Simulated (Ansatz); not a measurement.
**Ligand exchange: SnH3(SH) + SiH2(SH)2 → SnH2(SH)2 + SiH3(SH)**

Gas-phase species: SnH3(SH), singlet; SiH2(SH)2, singlet; SnH2(SH)2, singlet; SiH3(SH) (sulfanylsilane), singlet. The partners trade H for SH: Sn–H and Si–SH bonds give way to Sn–SH and Si–H.

Shapes, held fixed at every level: PBE0-D4/def2-TZVP. Flexible molecules stand in one conformer, not always the lowest. Programs: Ansatz 0.2.0. Electronic energies: no zero-point or thermal term.

```tsv
level	kind	ΔE (kJ/mol)	less CCSD(T)/def2-TZVPP
SPW92/def2-TZVPP	LDA	+3.3	+6.9
PBE-D4/def2-TZVPP	GGA	-2.9	+0.7
PBE0-D4/def2-TZVPP	global hybrid	-1.8	+1.8
B2PLYP/def2-TZVPP	double hybrid	-6.3	-2.7
MP2/def2-TZVPP	perturbation theory	-4.5	-0.9
CCSD/def2-SVP	coupled cluster or CI	-8.8	-5.2
CCSD/def2-TZVPP	coupled cluster or CI	-3.5	+0.1
CCSD(T)/def2-TZVPP	coupled cluster or CI	-3.6	0.0
```

The highest level, CCSD(T)/def2-TZVPP, gives ΔE = -3.6 kJ/mol; the levels span -8.8 to +3.3. That is about zero within the method's error. They disagree on the sign: 1 of 8 are positive. The column of differences is taken from that level and isn't an error. No measured value is set beside it here. For atoms past krypton def2 sets carry core potentials with scalar relativity. Outer-core shells of Sn are correlated, in sets that cover them unevenly.
